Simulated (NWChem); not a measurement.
System: AlHCl2; SMILES [Cl][AlH][Cl]

Here is an NWChem input.

```
start job
memory heap 200 mb stack 900 mb global 1100 mb
geometry units angstroms
  Al     0.000000     0.000000    -0.692821
  H      0.000000     0.000000    -2.270700
  Cl    -1.805929     0.000000     0.389456
  Cl     1.805929     0.000000     0.389456
end
basis spherical
  Al library 3-21g
  H library 3-21g
  Cl library 3-21g
end
dft
  xc b3lyp
  iterations 150
end
driver
  maxiter 120
end
task dft optimize
task dft freq
```

The level has its own optimisation; frequencies are unscaled.

Question: What results follow from this input? (B3LYP/3-21G.) Quantities: r Al–H (Å); r Al–Cl (Å); highest harmonic frequency (cm⁻¹); lowest (cm⁻¹); zero-point energy (kcal/mol); dipole (D).

Answer: 
```yaml
r Al–H (Å): 1.577
r Al–Cl (Å): 2.180
highest harmonic frequency (cm⁻¹): 2020
lowest (cm⁻¹): 149
zero-point energy (kcal/mol): 6.0
dipole (D): 2.24
```
